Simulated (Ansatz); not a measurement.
One change: `CB[CH2][GaH2]` becomes `B[CH2][GaH2]`.

Ansatz, PBE0-D4/def2-TZVP geometries, multiplicity 1. Each molecule was computed in one conformer, which needn't be the lowest.

Scalar relativity is left out up to krypton.

```
                                          property  `CB[CH2][GaH2]`
             HOMO energy (ωB97M-V/def2-TZVPP) / eV           -10.16
size of the dipole moment (ωB97M-V/def2-TZVPP) / D             0.77
                 LUMO energy (PBE/def2-TZVPP) / eV            -2.73
               HOMO energy (B3LYP/def2-TZVPP) / eV            -7.77
             HOMO–LUMO gap (B3LYP/def2-TZVPP) / eV             5.62
              HOMO–LUMO gap (PBE0/def2-TZVPP) / eV             6.10
```

Problem. What does the change do to each property? (Estimate.)

Solution. The calculation gave: 
```tsv
property	`B[CH2][GaH2]`	shift
HOMO energy (ωB97M-V/def2-TZVPP) / eV	-10.37	-0.21
size of the dipole moment (ωB97M-V/def2-TZVPP) / D	1.28	0.51
LUMO energy (PBE/def2-TZVPP) / eV	-3.00	-0.27
HOMO energy (B3LYP/def2-TZVPP) / eV	-7.99	-0.22
HOMO–LUMO gap (B3LYP/def2-TZVPP) / eV	5.59	-0.03
HOMO–LUMO gap (PBE0/def2-TZVPP) / eV	6.07	-0.03
```

Dipoles are sizes alone; their direction can turn.

B3LYP here is the variant with VWN-RPA as its local correlation; programs differ in this.
